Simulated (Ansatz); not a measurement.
```xyz
7

F     2.421    0.023    0.218
Si    1.098    0.907   -0.008
Si   -0.776   -0.490   -0.230
F    -2.035    0.476   -0.349
F    -0.647   -1.293   -1.596
H     0.998    1.860    1.134
H    -1.058   -1.484    0.832
```

Charge 0, multiplicity 2.

List the B3LYP/def2-TZVPP orbital energies in eV (Ansatz). (An estimate is asked.)

The calculation gave: α occupied: -1801.16, -1800.52, -672.05, -671.99, -671.96, -145.49, -144.94, -100.86, -100.82, -100.76, -100.35, -100.27, -100.18, -33.24, -32.87, -32.76, -16.37, -15.33, -14.01, -13.45, -13.36, -12.86, -12.70, -12.36, -12.17, -12.03, -11.11, -8.95, -6.38. α empty: -1.47, -0.41, 0.63, 1.19, 1.74, 2.73, 3.27, 3.57. β occupied: -1801.15, -1800.43, -672.05, -672.00, -671.90, -145.47, -144.84, -100.85, -100.80, -100.75, -100.21, -100.13, -100.08, -33.24, -32.76, -32.73, -16.22, -15.11, -14.01, -13.40, -13.32, -12.73, -12.44, -12.36, -12.04, -11.91, -10.97, -8.70. β empty: -3.46, -1.28, 0.00, 0.95, 1.37, 1.97, 2.91, 3.38. ⟨S²⟩ = 0.753.

B3LYP here is the variant with VWN-RPA as its local correlation; programs differ in this.
